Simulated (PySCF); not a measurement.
## UHF on Ar(3+) (argon, charge +3)

Configuration: [Ne] 3s2 3p3, high-spin 4S determinant. Calculation: PySCF 2.14, in Sapporo-DZP-2012 (5s4p2d, 27 functions); the spin-free X2C one-electron Hamiltonian (Gaussian nucleus).

* Total energy: -525.393861 hartree
* One-electron energy: -700.3487 hartree
* Hartree (Coulomb) energy: 204.0127 hartree
* Exchange energy: -29.0579 hartree
* ⟨S²⟩: 3.7505
* ⟨L²⟩: 0.000
* Sum of ⟨r⟩: 10.06 bohr
* Sum of ⟨r²⟩: 12.15 bohr²
* Langevin diamagnetic susceptibility: -9.62 ×10⁻⁶ cm³/mol
* Time after the integrals: 0.04 s of wall time on 1 thread of Neoverse-V2 (shared host)

```csv
shell,electrons,mean orbital energy (hartree),"rms radius, mean of both spins (bohr)"
1s α,1,-120.93727,0.0996
1s β,1,-120.88225,0.0996
2s α,1,-14.21744,0.446
2s β,1,-14.17171,0.446
2p α,3,-11.41605,0.416
2p β,3,-11.32805,0.416
3s α,1,-2.95330,1.39
3s β,1,-2.50077,1.39
3p α,3,-2.18135,1.51
```

Densities and radii are taken from the X2C orbitals without a picture-change correction, which distorts them close to the nucleus.
